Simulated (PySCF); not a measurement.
**Partial charges of `O=C(CC[SiH3])C[SiH2]P`**

C4H13OPSi2.
Cartesian coordinates in Å at the GFN2-xTB level; atoms count from 1:
```
atom  x, y, z in Å
O1    -0.588   -0.012   -1.514
C2    -0.205    0.602   -0.539
C3    -1.124    0.851    0.623
C4    -2.176   -0.244    0.716
Si5   -2.961   -0.665   -0.978
C6     1.186    1.090   -0.410
Si7    2.206   -0.387    0.274
P8     4.149    0.517    0.932
H9    -1.614    1.811    0.428
H10   -0.547    0.958    1.546
H11   -2.947    0.065    1.420
H12   -1.713   -1.141    1.131
H13   -2.354   -1.819   -1.626
H14   -3.121    0.534   -1.797
H15   -4.335   -1.084   -0.621
H16    1.586    1.363   -1.386
H17    1.256    1.941    0.265
H18    2.281   -1.426   -0.756
H19    1.560   -0.934    1.472
H20    4.688    0.634   -0.337
H21    4.767   -0.699    1.156
```

Density: PBE0/pcSseg-1 (PySCF); schemes: Mulliken, IAO, Hirshfeld and ESP-fitted. Isolated species at its GFN2-xTB geometry (one conformer only).

Question: Atoms with like bonding are taken together and averaged. Do the Mulliken, IAO, Hirshfeld and ESP-fitted schemes agree on where the charge is lowest?

Answer: The schemes don't all agree: Mulliken C4 (-0.517); IAO C6 (-0.574); Hirshfeld O1 (-0.179); ESP-fitted O1 (-0.424).

Question: Do the Mulliken, IAO, Hirshfeld and ESP-fitted schemes agree on where the charge is highest?

Answer: The schemes don't all agree: Mulliken Si5 (+0.547); IAO Si5 (+0.618); Hirshfeld Si7 (+0.301); ESP-fitted Si5 (+0.396).

Question: For which atoms does the sign change between the 4 schemes (beyond +0.03 e in one, beyond −0.03 e in another)?

Answer: For none.

Question: Give the atomic charges in each scheme.

Answer: In e; atoms taken as equivalent share a row and are averaged (×n: the atom named and its like, n in all):

```
       atom                    environment  Mulliken     IAO  Hirshfeld  ESP-fitted
         O1                  ketone oxygen    -0.400  -0.416     -0.179      -0.424
         C2         ketone carbonyl carbon    +0.178  +0.390     +0.173      +0.371
         C3  sp3 carbon next to a carbonyl    -0.237  -0.303     -0.076      -0.120
         C4    sp3 carbon bound to silicon    -0.517  -0.535     -0.159      -0.071
        Si5                   SiH3 silicon    +0.547  +0.618     +0.271      +0.396
         C6    sp3 carbon bound to silicon    -0.479  -0.574     -0.161      -0.237
        Si7                   SiH2 silicon    +0.440  +0.597     +0.301      +0.395
         P8    three-coordinate phosphorus    -0.224  -0.098     -0.013      -0.376
     H9/H10             methylene hydrogen    +0.151  +0.153     +0.050      +0.051
    H11/H12             methylene hydrogen    +0.144  +0.148     +0.039      +0.027
H13/H14/H15                  Si–H hydrogen    -0.104  -0.137     -0.096      -0.129
    H16/H17             methylene hydrogen    +0.173  +0.169     +0.052      +0.100
    H18/H19                  Si–H hydrogen    -0.030  -0.105     -0.070      -0.075
    H20/H21                   P–H hydrogen    +0.064  +0.001     -0.006      +0.124
```

Mean size of the charges over all atoms: IAO 0.243 e, Mulliken 0.212 e, ESP-fitted 0.168 e, Hirshfeld 0.098 e. Each set sums to the total charge, 0, to within 0.001 e. The IAO scheme projects the occupied orbitals on a minimal set of polarised atomic orbitals and counts the electrons in each atom's part of it.

Some averages cover members that differ in this geometry: H13/H14/H15, ESP-fitted -0.194 to -0.095; H18/H19, ESP-fitted -0.101 to -0.049; H13/H14/H15, Mulliken -0.133 to -0.083; H9/H10, ESP-fitted +0.026 to +0.076 e.

Question: How closely do the schemes follow one another over all atoms?

Answer: Correlation coefficient and root-mean-square difference: Mulliken with IAO 0.97, 0.078 e; IAO with Hirshfeld 0.96, 0.191 e; Mulliken with Hirshfeld 0.91, 0.159 e; Hirshfeld with ESP-fitted 0.87, 0.123 e; IAO with ESP-fitted 0.84, 0.173 e; Mulliken with ESP-fitted 0.84, 0.143 e.

Question: Sum the charges by element, for elements with more than one atom.

Answer: 
```json
{"element": "C", "atoms": "4", "Mulliken": "-1.055", "IAO": "-1.023", "Hirshfeld": "-0.223", "ESP-fitted": "-0.058"}
{"element": "Si", "atoms": "2", "Mulliken": "+0.987", "IAO": "+1.214", "Hirshfeld": "+0.572", "ESP-fitted": "+0.791"}
{"element": "H", "atoms": "13", "Mulliken": "+0.692", "IAO": "+0.322", "Hirshfeld": "-0.157", "ESP-fitted": "+0.067"}
```
